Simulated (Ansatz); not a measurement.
Ideal-gas functions of `C=[CH][SnH2][Br]` at 600 K and 1 bar, from an Ansatz frequency run at PBE0-D4/def2-TZVP.

Molar mass 227.68 g/mol, point group Cs (symmetry number 1), electronic degeneracy 1, moments of inertia 156.154, 360.785, 508.958 u Å². Harmonic wavenumbers (cm⁻¹, unscaled): 79, 96, 252, 293, 342, 461, 530, 569, 615, 709, 1002, 1005, 1031, 1270, 1433, 1665, 1953, 1953, 3127, 3155, 3214.

Use S(trans) = R[1.5 ln M + 2.5 ln T − 1.1517]; rotational temperatures θ = 24.2544 K / I; S(rot) = R[ln(√π/σ · √(T³/θAθBθC)) + 1.5]; for each mode x = 1.438777 ν̃/T, S = R[x/(eˣ − 1) − ln(1 − e⁻ˣ)] and H = RT x/(eˣ − 1); 1 cm⁻¹ = 0.0119627 kJ/mol; R = 8.31446 J/(mol·K).

Q: By hand: the entropy, in J/(mol·K).

A: Translation 191.1. Rotation: θ = 0.1553, 0.0672, 0.0477 K, giving 128.6. Vibration, mode by mode: 22.16, 20.54, 12.63, 11.42, 10.19, 7.89, 6.86, 6.35, 5.80, 4.84, 2.78, 2.76, 2.63, 1.67, 1.22, 0.78, 0.44, 0.44, 0.04, 0.04, 0.03, in all 121.5. Electronic 0.0. Sum 441.2 J/(mol·K).

Q: By hand: H − E and G − E in kJ/mol, counted from the electronic energy.

A: Zero-point energy ½ × 24754 × 0.0119627 = 148.1; thermal vibration 36.6; translation, rotation and pV give 4 RT = 20.0. H − E = 204.7 kJ/mol, and G − E = 204.7 − 600 × 441.2/1000 = -60.0 kJ/mol.

Vibration gives 28 % of the entropy, 42.7 J/(mol·K) of it from the modes under 150 cm⁻¹: soft modes count most, and the harmonic formula is weakest for them. The sum counts one conformer and one mirror image; others add a mixing term.
